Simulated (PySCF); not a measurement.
Relaxation of doublet InS₂

These are results of UPBE0/[In def2-SVP with ECP28, S def2-SVP], scalar-relativistic core potentials, density fitting, no spin–orbit coupling, PySCF, not measurements. A (50,194) grid was used.

A hand-made end-on start, of Cs symmetry, held to at least that symmetry:

Coordinates in bohr (charge 0 multiplicity 2):
```
In   -0.5996    0.0000   -2.0496
S    -0.5996    0.0000    2.7192
S     2.7543    0.0000    4.6467
```

Optimiser trace:
| step | E − E(last) (kJ/mol) | largest gradient (Eh/bohr) |
| --- | --- | --- |
| 0 | 76.71 | 0.02163 |
| 1 | 68.59 | 0.01018 |
| 2 | 51.23 | 0.01265 |
| 3 | 34.00 | 0.03258 |
| 4 | 18.50 | 0.03702 |
| 5 | 5.73 | 0.03112 |
| 6 | 0.78 | 0.00528 |
| 7 | 0.40 | 0.00398 |
| 8 | 0.34 | 0.00365 |
| 9 | 0.11 | 0.00277 |
| 10 | 0.02 | 0.00118 |
| 11 | 0.00 | 0.00017 |
| 12 | 0.00 | 0.00003 |

It ends at C2v with In–S 2.717 Å (×2), S–S 2.015 Å; In–S–S 68.2° (×2), S–In–S 43.5°. A frequency run shows a minimum. Other isomers or separated fragments may lie lower.

Final geometry:
```xyz
3
charge 0 multiplicity 2, angstrom
In   -0.0626    0.0000   -0.8999
S    -0.8926    0.0000    1.6870
S     1.1175    0.0000    1.5472
```

With an element this heavy the missing spin–orbit coupling can shift these numbers.

The relaxation took 17 s on 2 threads of a shared Arm Neoverse V1 host, with 62 basis functions and 13 gradients; the process peaked at 0.44 GiB.
